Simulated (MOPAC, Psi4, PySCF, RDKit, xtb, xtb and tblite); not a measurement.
Two geometries of SMILES [Si](F)([SiH2][SiH2]B)(F)F (H6BF3Si3), relaxed at GFN2-xTB with one dihedral held; other torsions can differ between them too.

Structure A

```
13

B      1.9310     1.0364     0.2145
Si     1.5824    -0.8548    -0.0512
Si    -0.7199    -1.1442    -0.4490
Si    -1.3007    -0.6648    -2.5983
F     -0.6191    -1.5785    -3.7125
F     -0.8297     0.7924    -3.0500
F     -2.8184    -0.6645    -3.0816
H      2.1848     1.7445    -0.6814
H      1.8335     1.5318     1.2703
H      1.8899    -1.7478     1.0838
H      2.2717    -1.5098    -1.1811
H     -1.5527    -0.2828     0.4127
H     -1.2129    -2.5002    -0.1550
```

Structure B

```
13

B     -1.9467     1.0504     0.1195
Si    -1.5624    -0.8479    -0.0473
Si     0.7496    -1.1509    -0.3809
Si     1.9458     0.6652     0.2968
F      1.3269     2.0252    -0.2710
F      1.9067     0.9434     1.8673
F      3.4931     0.8727    -0.0182
H     -2.1794     1.7142    -0.8149
H     -1.9164     1.5878     1.1578
H     -1.9081    -1.6920     1.1148
H     -2.2123    -1.5675    -1.1611
H      1.3083    -2.3228     0.3141
H      1.0989    -1.3815    -1.7941
```

Q: Which is lower in energy at the level DF-MP2 (frozen core)/cc-pVTZ // GFN2-xTB run with Psi4, and by how much?

A: A is lower, by 1.43 kJ/mol (dihedral B1–Si2–Si3–Si4: 80° in A, 20° in B).

E(B) − E(A) in kJ/mol at the other levels, on the same two geometries: GFN2-xTB (xtb and tblite) -1.73; B3LYP/def2-SVP // GFN2-xTB (Psi4) -0.27; B3LYP-D3(BJ)/def2-SVP // GFN2-xTB (Psi4) -1.89; PBE/def2-SVP // GFN2-xTB (Psi4) -0.98; PBE-D3(BJ)/def2-SVP // GFN2-xTB (Psi4) -1.87; HF/cc-pVTZ // GFN2-xTB (Psi4) 3.05; UFF // GFN2-xTB (RDKit) 4.23; PM6, restricted, heats of formation // GFN2-xTB (MOPAC) 1.29; PM3, restricted, heats of formation // GFN2-xTB (MOPAC) 4.95; GFN1-xTB // GFN2-xTB (xtb) 1.25; restricted B3LYP/6-31G*, spherical d, density fitting // GFN2-xTB (PySCF) 1.09; restricted MP2 (frozen core)/6-31G*, spherical d // GFN2-xTB (PySCF) 1.05; restricted BP86/6-31G*, spherical d, density fitting // GFN2-xTB (PySCF) 1.48; restricted Hartree-Fock/6-31G*, spherical d, density fitting // GFN2-xTB (PySCF) 2.75.
